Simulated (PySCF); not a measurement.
Gas-phase reaction: 3 InH2Cl + 3 C3H4 (cyclic) ⇌ 3 InCH3 + 3 HCl + C6H6

Method: PySCF energies (xtb for GFN2) plus ideal-gas RRHO corrections (1 bar). † marks an energy on the PBE0/def2-TZVP geometry and frequencies; other levels use their own. MP2 freezes the core. All species are closed-shell singlets. In: scalar-relativistic def2 core potential, no spin-orbit coupling. InH2Cl, InCH3: computed as isolated molecules; such fragments, hydroxides, amides, oligomers or adducts are transient or little studied in the gas. MP2 isn't extrapolated to the basis-set limit; its ΔH°(298 K) is -502.6 kJ in def2-SVP and -587.1 kJ in def2-TZVPP. The harmonic model lacks anharmonicity and excited electronic states, which grow with temperature; levels with a mode under 35 cm⁻¹ are left out.

```tsv
level	ΔE electronic, kJ	ΔH°(298 K), kJ	ΔS°(298 K), J/K	ΔG°(1000 K), kJ
BLYP/def2-TZVP†	-627	-587	51	-633
GFN2-xTB	-463	-425	56	-474
HF/def2-TZVP†	-533	-492	51	-538
M06-2X/def2-TZVP†	-513	-473	51	-519
MP2/def2-SVP†	-543	-503	51	-549
PBE/def2-SVP	-561	-517	51	-563
r2SCAN/def2-TZVP†	-551	-511	51	-557
LDA/def2-TZVP†	-553	-513	51	-559
ωB97M-V/def2-TZVP†	-534	-494	51	-540
ωB97X-V/def2-TZVP†	-505	-465	51	-511
```
ΔH° is lowest at BLYP/def2-TZVP† and highest at GFN2-xTB. No reference value is set beside these.
